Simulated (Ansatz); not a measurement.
Cost and result up the ladder for Cd7Se6Br2 (15 atoms). The state is a singlet with charge 0. Geometry: PBE-D4/def2-SVP.

| atom | x (Å) | y (Å) | z (Å) |
| --- | --- | --- | --- |
| Cd1 | 1.6182 | 0.0254 | 0.3038 |
| Cd2 | -0.5394 | 1.0389 | -2.3145 |
| Cd3 | -0.9302 | -2.0537 | -0.7808 |
| Cd4 | 1.7584 | -0.3358 | 3.9263 |
| Cd5 | 1.9670 | -1.9948 | -2.5016 |
| Cd6 | -2.6802 | 0.7387 | 0.3202 |
| Cd7 | -1.8119 | 0.6179 | 2.8268 |
| Se8 | 0.7939 | 1.8348 | 1.9434 |
| Se9 | 1.3094 | -2.6464 | 0.1470 |
| Se10 | 2.0153 | 0.6209 | -2.2848 |
| Se11 | -1.6966 | 3.0293 | -1.0130 |
| Se12 | 0.1353 | 3.6326 | 0.3930 |
| Se13 | -2.6300 | -0.7007 | -2.0207 |
| Br14 | 2.0578 | -3.8141 | -4.1796 |
| Br15 | -1.3669 | 0.0071 | 5.2346 |

Ansatz on 2 threads of AMD EPYC 7R13 on a shared host and a share (18 GiB) of an NVIDIA H100 80GB HBM3. Times are rough, and most runs start from the orbitals of an earlier one. No level here is sound enough to serve as a yardstick. Binding counts from free atoms at the same level (Cd singlet, Se triplet, Br doublet; other spins of the atoms weren't run), without zero-point energy or a counterpoise term.

In the def2 sets Cd takes a core potential; there is no spin–orbit coupling. Correlated methods freeze 72 core orbitals; core or outer-core shells of Cd, Se, Br are correlated, in sets that lack core-valence functions. The rows differ in basis, and correlated rows in double-zeta sets carry the largest basis error. Single mean-field runs in def2-SVP, def2-TZVP are fitted with def2-universal-jkfit. Another isomer (singlet) lies 0.25 eV lower at PBE0-D4/def2-TZVP; other spin states weren't run for this one.

Correlated methods converge slowly with the basis, most of all in double-zeta sets.

```
                        level  functions  wall time  binding energy per atom (eV)
             PBE-D4/def2-TZVP        664      4.4 s                          1.89
             BLYP-D4/def2-SVP        473      4.4 s                          1.75
PBE-D4/def2-SVP (with forces)        473      5.5 s                          1.92
             PBE0-D4/def2-SVP        473        6 s                          1.88
           r2SCAN-D4/def2-SVP        473      6.5 s                          1.91
            PBE0-D4/def2-TZVP        664      6.5 s                          1.87
                 MP2/def2-SVP        473       10 s                          1.79
             RPA@PBE/def2-SVP        473       11 s                          1.45
```
